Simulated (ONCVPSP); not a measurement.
## Before and after: ONCV potential for magnesium (Mg)

magnesium (Mg), optimised norm-conserving Vanderbilt (ONCV), made with ONCVPSP 4.0.1 (PBE, scalar-relativistic). Core [Ne], reference 3s1.75 3p0.25. Waves: 3s: rc 2.10 bohr, ncon 3, nbas 7, qcut 3.7 1/bohr, 2 projectors, debl 1.8 Ha; 3p: rc 3.65 bohr, ncon 3, nbas 7, qcut 2.4 1/bohr, 2 projectors, debl 2.4 Ha; d scattering state at 0.14 Ha: rc 3.05 bohr, ncon 5, nbas 8, qcut 3.6 1/bohr, 2 projectors, debl 1.8 Ha. Local part: polynomial inside 1.70 bohr (lpopt 5, dvloc0 1 Ha). Core correction: polynomial model core, fcfact 0.65.

Change: p: rc 5.1.

Cutoffs: the cutoffs (Ha) at which the residual kinetic energy of the hardest occupied pseudo-wave falls to 1 and 0.1 mHa per electron; they do not see the model core or the augmentation charge, which bear on the density cutoff. Errors are all-electron minus pseudo energies relative to the spin-unpolarised reference configuration.

Problem. Predict the effect on cutoff, ghosts and configuration errors.

Solution. The potential gets neither clearly harder nor softer (4.0 Ha and 5.4 Ha → 4.0 Ha and 5.4 Ha); the lowest positive-energy flag moves from none to p at 57.1 eV; of the 4 tests that both files solve, the error grows in 0 and shrinks in 1 by more than 15 % and 0.3 meV (median size 0.7 → 0.7 meV); neither file shows a bound ghost.

```tsv
quantity	base	changed
cutoff, loose	4.0 Ha	4.0 Ha
cutoff, tight	5.4 Ha	5.4 Ha
loose cutoff by channel	s 4.0 Ha, p 1.2 Ha	s 4.0 Ha, p 1.2 Ha
bound ghosts	none	none
GHOST(+) flags under 300 eV	none	p at 57.1 eV
error for 3s2 3p0, meV [ΔE -0.85 eV]	+0.2	+0.1
error for 3s1 3p0, meV [ΔE 7.11 eV]	+1.2	+1.4
error for 3s1.5 3p0, meV [ΔE 2.29 eV]	-0.1	0.0
error for 3s0 3p2, meV [ΔE 6.33 eV]	+11	-7.4
s: phases at 2.14 bohr within 0.05 rad from the reference energy up to (Ha; the scan ends near 5)	3.0	3.0
d: phases at 3.10 bohr within 0.05 rad from the reference energy up to (Ha; the scan ends near 5)	3.7	3.7
rms error of d²Exc/dni dnj with the model core, mHa	0.51	0.51
```

Base: The cutoffs count occupied waves only; projector 2 of the d channel, the hardest unoccupied one, needs 18 Ha at the loose tolerance. Changed file: The cutoffs count occupied waves only; projector 2 of the d channel, the hardest unoccupied one, needs 18 Ha at the loose tolerance.
